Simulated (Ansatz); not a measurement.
A structure drawn as `C=[CH][Sn]([Cl])([Cl])[Cl]`, with this starting geometry:

```xyz
9

C     0.546    1.635    0.333
C     0.740    0.301    0.493
Sn   -0.565   -1.127   -0.398
Cl   -0.552   -0.953   -2.653
Cl   -2.780   -0.722    0.389
Cl    0.099   -3.311    0.267
H    -0.276    1.939   -0.318
H     1.200    2.307    0.745
H     1.589   -0.069    1.140
```

Total charge 0; spin multiplicity 1. Sn takes the def2 core potential.

Relax it with Ansatz at PBE-D4/def2-SVP and then PBE0-D4/def2-TZVP. Is the drawn bonding still there?

Yes, every drawn bond is still there and no new one forms.

Give the relaxed structure. (Estimate.)

The calculation gave: 
Z-matrix (Å, degrees):
```
Sn
C 1 2.102
Cl 1 2.310 2 109.2
Cl 1 2.307 2 113.2 3 119.8
Cl 1 2.307 2 113.2 3 -119.8
C 2 1.325 1 120.5 3 -0.3
H 2 1.085 1 117.5 3 179.7
H 6 1.087 2 121.0 1 -180.0
H 6 1.086 2 122.5 1 0.0
```
All modes are real.

Atoms count as bonded under 1.1 times the sum of their covalent radii (H–H under 0.85 Å, pairs among N, O and F under 1.55 Å), and a drawn bond as lost past 1.3 times.
